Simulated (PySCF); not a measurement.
```xyz
4
charge 0 multiplicity 3, angstrom
Co    0.0000    0.0000    0.0272
H    -0.4090    0.0000   -1.6024
H     0.4090    0.0000   -1.6024
H     0.0000    0.0000    1.5944
```

Level of theory: PySCF, UPBE0, basis Co def2-TZVP, H def2-TZVP (no relativity, density fitting).

This geometry of CoH₃ is a stationary point at this level.

Q: What is the point group?

A: C2v.

Q: Is it a minimum?

A: Yes: all harmonic wavenumbers are real.

Q: Which band is strongest in the infrared?

A: 3312 cm⁻¹ (a1), 230 km/mol.

Q: Give the ideal-gas entropy at 298.15 K and 1 bar by parts.

A: translation 160.3, rotation 55.5, vibration 5.8, spin 9.1; total 230.7 J/(mol K).

Q: What is the atomisation energy, with and without zero-point energy?

A: 740 kJ/mol without, 689 kJ/mol with.

This need not be the most stable arrangement of these atoms. Open d and f shells are described by one determinant, and the ground state may have another occupation or spin.
